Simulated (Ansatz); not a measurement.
Consider the ligand exchange at the Si–C bond: `N=C([SiH3])Cl` + `CC#CS` → `CC#CS[SiH3]` + `N=CCl`.

Gas-phase electronic energies from Ansatz, PBE0-D4/def2-TZVP geometries. CBS: MP2 limit from def2 TZ/QZ plus the TZ coupled-cluster correction, frozen cores. This one scheme is used for every species. DFT in def2-TZVPP. B3LYP here is the variant with VWN-RPA as its local correlation; programs differ in this. Each species was taken in one conformer, which may not be the lowest.

`N=C([SiH3])Cl`:

Cartesian coordinates in Å:
```
N -0.594 1.362 -0.928
C 0.045 0.728 -0.065
Si -0.032 -1.152 0.151
Cl 1.141 1.510 1.108
H -0.438 2.371 -0.908
H -0.500 -1.430 1.530
H 1.340 -1.683 -0.031
H -0.963 -1.706 -0.857
```

`CC#CS`:

```xyz
8

C    -0.067    1.401   -0.499
C     0.036    0.004   -0.132
C     0.117   -1.157    0.182
S     0.267   -2.805    0.477
H    -0.195    1.502   -1.580
H     0.826    1.962   -0.212
H    -0.932    1.868   -0.020
H    -0.054   -2.776    1.784
```

`CC#CS[SiH3]`:

Cartesian coordinates in Å:
```
C -0.052 2.453 -0.606
C 0.386 1.073 -0.565
C 0.751 -0.076 -0.532
S 1.298 -1.669 -0.515
Si -0.224 -2.424 0.801
H 0.712 3.122 -0.202
H -0.961 2.586 -0.014
H -0.271 2.767 -1.630
H -0.156 -1.730 2.109
H -1.563 -2.233 0.196
H 0.079 -3.869 0.959
```

`N=CCl`:

```xyz
5

N     0.883   -0.393   -0.224
C    -0.263    0.035    0.022
Cl   -1.667   -0.857   -0.452
H     1.587    0.256    0.124
H    -0.540    0.959    0.530
```

```csv
level,ΔE (eV)
B3LYP-D4,-0.52
ωB97M-V,-0.55
PBE,-0.52
PBE0,-0.58
CCSD/def2-TZVPP,-0.55
HF/def2-QZVPP,-0.60
MP2/def2-QZVPP,-0.60
HF/CBS(def2),-0.60
```

(1) What does CCSD(T)/CBS give? (An estimate is asked.)

Largest T1 diagnostic among the species: 0.013.

Results:

(1) Computed: -0.55 eV. The listed levels differ from it by 0.03, 0.00, 0.03, -0.03, 0.00, -0.05, -0.05, -0.05 eV.

From PBE to PBE0 (25 % exact exchange), in def2-TZVPP and without D4, ΔE moves by −0.05 eV.
